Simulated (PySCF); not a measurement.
Working out the ionisation energy of Mo

Mo [Kr] 4d5 5s1 (7S) → Mo⁺ [Kr] 4d5 (6S). Calculation: PySCF 2.14, in x2c-SVPall (6s5p5d1f, 53 functions); the spin-free X2C one-electron Hamiltonian (Gaussian nucleus). Frozen: [Kr]. Energies in hartree (1 hartree = 27.21139 eV):

```json
{"part": "UHF", "Mo (lower)": "-4045.825220", "Mo⁺ (upper)": "-4045.594871"}
{"part": "MP2 opposite-spin", "Mo (lower)": "0.000000", "Mo⁺ (upper)": "0.000000"}
{"part": "MP2 same-spin", "Mo (lower)": "-0.059959", "Mo⁺ (upper)": "-0.046680"}
```

Q: What does Hartree-Fock give?

A: (-4045.594871) − (-4045.825220) = 0.230349 hartree = 6.268 eV.

Q: What do MP2 and SCS-MP2 (6/5 opposite-spin, 1/3 same-spin) give?

A: The opposite-spin parts differ by 0.000 eV and the same-spin parts by 0.361 eV. MP2: 6.268 + (0.000) + (0.361) = 6.629 eV. SCS-MP2: 6.268 + 1.2 × (0.000) + (0.361)/3 = 6.388 eV.

Measured between the centres of the two terms (NIST): 7.092 eV, so MP2 (valence) is off by -0.463 eV.

A double-zeta basis recovers only part of the correlation energy.

What remains against the reference includes basis incompleteness, the frozen core and correlation beyond second order.
